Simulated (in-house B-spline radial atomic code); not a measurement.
RPA and G0W0 on PBEsol: Ne³⁺

Configuration [He] 2s2 2p3, highest spin, mean-field start PBEsol. Computed with an all-electron radial atomic-structure program (B-spline basis): all electrons, non-relativistic, point nucleus, each spin shell either full or empty, empty states to l = 9 with an (l + 1/2)⁻⁴ tail; G0W0 by contour deformation at full frequency.

Command:
```bash
python run_gw.py task.json out
```
Settings (radii: box in bohr, nucleus in fm):
```
Z                        10
electrons                7
configuration            [He] 2s2 2p3
hamiltonian              nr
method                   pbesol
lmax                     9
spin_polarised           True
box_radius               14.14
intervals                46
```

Run time, properties included: 0.7 s on 1 thread of Intel(R) Xeon(R) 6975P-C (shared host).

Energies (hartree):

```
                                     term       value
                         mean-field total  -123.88650
Hartree-Fock functional on these orbitals  -124.10455
                      direct second order    -0.41892
                    second-order exchange     0.19927
                         SOSEX correction     0.17606
```

Question: What is the RPA correlation energy, and what remains with SOSEX?

Answer: RPA gives -0.36594 hartree (-1.42 eV per electron); RPA + SOSEX gives -0.18988, and the second-order doubles -0.21965 hartree (no singles). SOSEX takes back 48 % of the RPA value.

Quasi-particle levels (eV):

```csv
level,occupied,mean field,Σx - vxc,Σc,QP weight,G0W0
2p up,yes,-83.60,-15.01,?,?,?
2s down,yes,-97.42,-9.67,-2.10,0.951,-109.19
2p down,no,-74.56,15.11,-4.36,0.955,-63.81
```

G0W0 = mean field + (Σx - vxc) + Σc, with Σc (partial-wave tail included) taken at the quasi-particle energy. Levels of low weight are left out.

Question: Where does G0W0 put 2p up?

Answer: At -96.80 eV, with Σc = 1.81 eV and a quasi-particle weight of 0.942. The tabulated removal energy is 97.190 ± 0.0025 eV (NIST, semi-empirical).
